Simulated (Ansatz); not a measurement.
Computed with r2SCAN-D4/def2-SVP (Ansatz, a program for electronic structure). No frequencies were computed at this level.

Ansatz 0.2 input:
```yaml
crystal:
  periodic: [false, false, false]
  atoms:
    - { symbol: Y, position_ang: [-0.223835, -0.729612, 0.160048] }
    - { symbol: Cl, position_ang: [1.440915, -0.301369, -1.414579] }
    - { symbol: F, position_ang: [-1.46937, 0.531441, -0.564295] }
    - { symbol: F, position_ang: [0.547369, 0.370953, 1.523983] }
basis:
  gaussian: { orbitals: def2-svp }
hamiltonian:
  xc: r2scan
  dispersion: d4
relax:
  max_steps: 150
```

Output:

```
Functional definition: r2SCAN
780 factors; their error is unknown
mean field evaluation 1: about -18989.5306 eV, gradient 5.7e1 eV
mean field evaluation 2: about -18927.5319 eV, gradient 2.0e2 eV
mean field evaluation 4: about -18994.9679 eV, gradient 6.2e0 eV
mean field evaluation 8: about -18995.0508 eV, gradient 1.5e-1 eV
mean field evaluation 16: about -18995.0143 eV, gradient 5.4e-5 eV
mean field -18995.01426146 eV, -698.0538988255 hartree, gradient 5.4e-5 eV, S^2 0.000000; 0 other end points of the search recorded, 0 dependent functions left out
reference -18995.01428451 eV, -698.0538996727 hartree; 23, 23 occupied and 54, 54 virtual orbitals, 780 factors
relax step   1: F+E_penalty+E_count = -18995.03377566 eV  Δ(F+E_penalty+E_count) = +0.000e0 eV  max|allowed force component| = 1.455e0 eV/Å  Δτ_max = 0.0000 Å  (26 SCF iters, accepted)
these checks for a lower state are left out or cut short: starts, cluster_reference, orbital_swaps, neighbouring_geometries, increment
780 factors; their error is unknown
mean field -18995.41506948 eV, -698.0686282486 hartree, gradient 1.7e-5 eV, S^2 0.000000; 0 other end points of the search recorded, 0 dependent functions left out
reference -18995.41509281 eV, -698.0686291060 hartree; 23, 23 occupied and 54, 54 virtual orbitals, 780 factors
relax step   2: F+E_penalty+E_count = -18995.43403974 eV  Δ(F+E_penalty+E_count) = -4.003e-1 eV  max|allowed force component| = 7.164e-1 eV/Å  Δτ_max = 0.1948 Å  (33 SCF iters, accepted)
these checks for a lower state are left out or cut short: starts, cluster_reference, orbital_swaps, neighbouring_geometries, increment
780 factors; their error is unknown
mean field evaluation 32: about -18995.6058 eV, gradient 2.4e-5 eV
mean field -18995.60584437 eV, -698.0756390964 hartree, gradient 2.4e-5 eV, S^2 0.000000; 0 other end points of the search recorded, 0 dependent functions left out
reference -18995.60586786 eV, -698.0756399598 hartree; 23, 23 occupied and 54, 54 virtual orbitals, 780 factors
relax step   3: F+E_penalty+E_count = -18995.62425680 eV  Δ(F+E_penalty+E_count) = -1.902e-1 eV  max|allowed force component| = 7.174e-1 eV/Å  Δτ_max = 0.1963 Å  (33 SCF iters, accepted)
these checks for a lower state are left out or cut short: starts, cluster_reference, orbital_swaps, neighbouring_geometries, increment
780 factors; their error is unknown
mean field -18995.68156681 eV, -698.0784218449 hartree, gradient 2.2e-5 eV, S^2 0.000000; 0 other end points of the search recorded, 0 dependent functions left out
reference -18995.68159021 eV, -698.0784227048 hartree; 23, 23 occupied and 54, 54 virtual orbitals, 780 factors
relax step   4: F+E_penalty+E_count = -18995.69965870 eV  Δ(F+E_penalty+E_count) = -7.540e-2 eV  max|allowed force component| = 1.649e-1 eV/Å  Δτ_max = 0.2000 Å  (33 SCF iters, accepted)
these checks for a lower state are left out or cut short: starts, cluster_reference, orbital_swaps, neighbouring_geometries, increment
780 factors; their error is unknown
mean field -18995.69951697 eV, -698.0790815012 hartree, gradient 1.4e-5 eV, S^2 0.000000; 0 other end points of the search recorded, 0 dependent functions left out
reference -18995.69954042 eV, -698.0790823627 hartree; 23, 23 occupied and 54, 54 virtual orbitals, 780 factors
relax step   5: F+E_penalty+E_count = -18995.71743108 eV  Δ(F+E_penalty+E_count) = -1.777e-2 eV  max|allowed force component| = 3.104e-2 eV/Å  Δτ_max = 0.2000 Å  (32 SCF iters, accepted)
these checks for a lower state are left out or cut short: starts, cluster_reference, orbital_swaps, neighbouring_geometries, increment
780 factors; their error is unknown
mean field -18995.70036388 eV, -698.0791126244 hartree, gradient 7.3e-6 eV, S^2 0.000000; 0 other end points of the search recorded, 0 dependent functions left out
reference -18995.70038730 eV, -698.0791134852 hartree; 23, 23 occupied and 54, 54 virtual orbitals, 780 factors
relax step   6: F+E_penalty+E_count = -18995.71827033 eV  Δ(F+E_penalty+E_count) = -8.393e-4 eV  max|allowed force component| = 4.288e-2 eV/Å  Δτ_max = 0.0488 Å  (28 SCF iters, accepted)
these checks for a lower state are left out or cut short: starts, cluster_reference, orbital_swaps, neighbouring_geometries, increment
780 factors; their error is unknown
mean field -18995.70076168 eV, -698.0791272435 hartree, gradient 1.7e-5 eV, S^2 0.000000; 0 other end points of the search recorded, 0 dependent functions left out
reference -18995.70078512 eV, -698.0791281046 hartree; 23, 23 occupied and 54, 54 virtual orbitals, 780 factors
relax step   7: F+E_penalty+E_count = -18995.71865065 eV  Δ(F+E_penalty+E_count) = -3.803e-4 eV  max|allowed force component| = 1.321e-2 eV/Å  Δτ_max = 0.0337 Å  (28 SCF iters, accepted)
these checks for a lower state are left out or cut short: starts, cluster_reference, orbital_swaps, neighbouring_geometries, increment
780 factors; their error is unknown
mean field evaluation 64: about -18995.7142 eV, gradient 1.9e0 eV
mean field -18995.70082008 eV, -698.0791293895 hartree, gradient 2.1e-5 eV, S^2 0.000000; 0 other end points of the search recorded, 0 dependent functions left out
reference -18995.70084353 eV, -698.0791302514 hartree; 23, 23 occupied and 54, 54 virtual orbitals, 780 factors
relax step   8: F+E_penalty+E_count = -18995.71871094 eV  Δ(F+E_penalty+E_count) = -6.029e-5 eV  max|allowed force component| = 3.533e-2 eV/Å  Δτ_max = 0.0368 Å  (27 SCF iters, accepted)
these checks for a lower state are left out or cut short: starts, cluster_reference, orbital_swaps, neighbouring_geometries, increment
780 factors; their error is unknown
mean field -18995.70088332 eV, -698.0791317136 hartree, gradient 1.4e-5 eV, S^2 0.000000; 0 other end points of the search recorded, 0 dependent functions left out
reference -18995.70090676 eV, -698.0791325750 hartree; 23, 23 occupied and 54, 54 virtual orbitals, 780 factors
relax step   9: F+E_penalty+E_count = -18995.71877713 eV  Δ(F+E_penalty+E_count) = -6.619e-5 eV  max|allowed force component| = 4.195e-3 eV/Å  Δτ_max = 0.0082 Å  (30 SCF iters, accepted)
780 factors; their error is unknown
mean field -18995.70088332 eV, -698.0791317136 hartree, gradient 1.5e-5 eV, S^2 0.000000; 1 other end points of the search recorded, 0 dependent functions left out
reference -18995.70090676 eV, -698.0791325750 hartree; 23, 23 occupied and 54, 54 virtual orbitals, 780 factors
Total energy: -18995.71880057 eV, -698.0797901604 hartree
Atom 0 at     0.005683     0.005035    -0.005102 Å, force    -0.001449     0.000689     0.001448 eV/Å
Atom 1 at     1.695607    -0.653576    -1.687661 Å, force    -0.000971     0.000320     0.000963 eV/Å
Atom 2 at    -1.881062     0.353713    -0.520847 Å, force     0.004098    -0.000735     0.001784 eV/Å
Atom 3 at     0.474851     0.166242     1.918766 Å, force    -0.001678    -0.000275    -0.004195 eV/Å
Dipole moment:    -0.117064     0.070234     0.118447 e Å
```

Cost: around 29 core-seconds (rough).
